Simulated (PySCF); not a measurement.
# Identify the compound

An unknown has the formula C6H6F2. Its calculated NMR data are:

¹H NMR (400 MHz, computed): δ 6.99 (m, 1H), 6.61 (ddt, J = 89.2, 5.8, 1.5 Hz, 1H), 5.66 (m, 1H), 5.27 (m, 1H), 4.86 (ddd, J = 13.8, 2.2, 1.0 Hz, 1H), 4.46 (dd, J = 42.1, 2.2 Hz, 1H).

¹³C{¹H} NMR (computed): δ 173.1 (C, d, J = 322.8 Hz), 160.2 (CH, d, J = 357.7 Hz), 129.4 (CH, d, J = 3.5 Hz), 129.0 (CH, d, J = 23.6 Hz), 118.0 (CH, d, J = 2.2 Hz), 99.2 (CH2, d, J = 24.5 Hz).

No solvent model, relativity neglected, single conformer. Spin–spin couplings from B3LYP/pcJ-1 (spin–dipole term only in couplings to heteroatoms); NMR shieldings at B3LYP/pcSseg-1/GIAO; PBE0-D3(BJ)/def2-SVP geometry; PySCF.

References, each an isolated molecule treated in the same way: TMS for ¹H and ¹³C.

**Question.** Choose the structure that fits.
A. FC1(F)C=C[C@@H]2C[C@@H]21
B. C=C/C=C/C=C(F)F
C. C=C(F)/C=C\C=C/F
D. C=C(F)/C=C/C=C\F

**Answer.** D. 

1. Rings plus π bonds: 3 (no ring in the answer).
2. 6 carbon signals for 6 carbons: no two carbons are equivalent.
3. Carbon types of the structure: 1 × C, 4 × CH, 1 × CH2, which accounts for all hydrogens.
4. δC 173.1: fully substituted alkene carbon.
5. δC 160.2, 129.4, 129.0, 118.0: alkene CH; the olefinic region.
6. δC 99.2: terminal =CH2 carbon.
7. δH 6.99, 6.61, 5.66, 5.27: hydrogen on an alkene CH; a vinylic proton, deshielded by the sp2 carbon and the C=C anisotropy.
8. δH 4.86, 4.46: hydrogen on a terminal =CH2 carbon; attached to an sp2 carbon and in the plane of the double bond.

The others: C=C(F)/C=C\C=C/F has carbons computed at 175.8, 160.2, 129.1, 125.2, 116.0, 101.7; FC1(F)C=C[C@@H]2C[C@@H]21 has carbons computed at 153.1, 135.8, 135.5, 26.4, 24.1, 23.9; C=C/C=C/C=C(F)F has carbons computed at 168.9, 146.2, 138.9, 130.7, 123.5, 88.6.

C–F couplings over four or more bonds (about 3 Hz to the para carbon of a fluoroarene) are left out. Common functionals overestimate the size of one-bond C–F couplings by tens of Hz; these are unscaled. Splittings below 1 Hz are ignored in the labels, and close J values are merged. Unscaled 3J(H,H) at this level run about 10 % above measured values. Shifts are as computed. Against solution values, carbons near 30 ppm lie about +2 ppm off and those near 130 ppm about +6 ppm. Of 1211 compounds with measured shifts, 218 miss one by over three times the rms of a fit or turn the order of signals round; such compounds aren't used in these exercises.
